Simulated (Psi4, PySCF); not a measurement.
Psi4 was given this input:
```
memory 2 GB

molecule {
0 1
  K    -0.00000000   -0.00000000   -2.32381628
  I     0.00000000    0.00000000    0.83306621
}

set basis sto-3g
set scf_type pk
set puream true
set d_convergence 1e-8
set dft_radial_points 99
set dft_spherical_points 590

energy('b97m-v')
print_variables()
```

Q: Give the equivalent PySCF input.

A: This is not unique; one that fits is 
```python
from pyscf import gto, scf, dft

mol = gto.Mole()
mol.atom = '''
    K    -0.000000   -0.000000   -2.323816
    I     0.000000    0.000000    0.833066
'''
mol.basis = 'sto-3g'
mol.charge = 0
mol.spin = 0
mol.verbose = 4
mol.build()

mf = dft.RKS(mol)
mf.xc = 'b97m_v'
mf.grids.atom_grid = (99, 590)
mf.grids.prune = None
mf.kernel()
```

Both were run: Psi4 gave -7446.245337 Eh and PySCF -7446.245385 Eh, 0.047 mEh apart.
